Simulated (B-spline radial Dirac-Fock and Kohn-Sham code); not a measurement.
Model: independent-particle photoionisation in a Dirac-Hartree-Slater potential with a Latter tail, all multipoles, thresholds from Dirac-Fock ΔSCF. Program: an atomic code on a B-spline grid. Kinetic energies are from the vacuum level. Open shells are spread statistically over j, without multiplet splitting. Without correlation, outer binding energies are uncertain by a few eV, most for open f shells.

**Question.** A free atom or ion in its tabulated ground configuration is ionised with 1200 eV photons and gives these photoelectron lines. Identify it and assign the lines.

| kinetic energy (eV) | relative cross section |
| --- | --- |
| 882.2 | 45.2 |
| 942.6 | 51.4 |
| 947.8 | 100.0 |
| 1049.7 | 32.7 |
| 1050.5 | 47.8 |

**Answer.** As⁶⁺, [Ar] 3d9. Binding energies are hν less the kinetic energy: 3s 317.8 eV, 3p1/2 257.4 eV, 3p3/2 252.2 eV, 3d3/2 150.3 eV, 3d5/2 149.5 eV.

**Question.** A free atom or ion in its tabulated ground configuration is ionised with 766 eV photons and gives these photoelectron lines. Identify it and assign the lines.

```tsv
kinetic energy (eV)	relative cross section
156.5	11.1
260.1	9.9
328.0	33.0
498.1	44.4
510.6	68.0
676.2	2.8
709.5	2.2
719.2	5.8
725.1	77.8
727.2	100.0
758.1	1.3
758.7	1.9
759.1	0.27
```

**Answer.** W, [Xe] 4f14 5d4 6s2. Binding energies are hν less the kinetic energy: 4s 609.5 eV, 4p1/2 505.9 eV, 4p3/2 438.0 eV, 4d3/2 267.9 eV, 4d5/2 255.4 eV, 5s 89.76 eV, 5p1/2 56.54 eV, 5p3/2 46.77 eV, 4f5/2 40.91 eV, 4f7/2 38.78 eV, 5d3/2 7.94 eV, 5d5/2 7.29 eV, 6s 6.90 eV.

Values without a named source are computed, but for edge energies of neutral atoms, which are taken from tables.
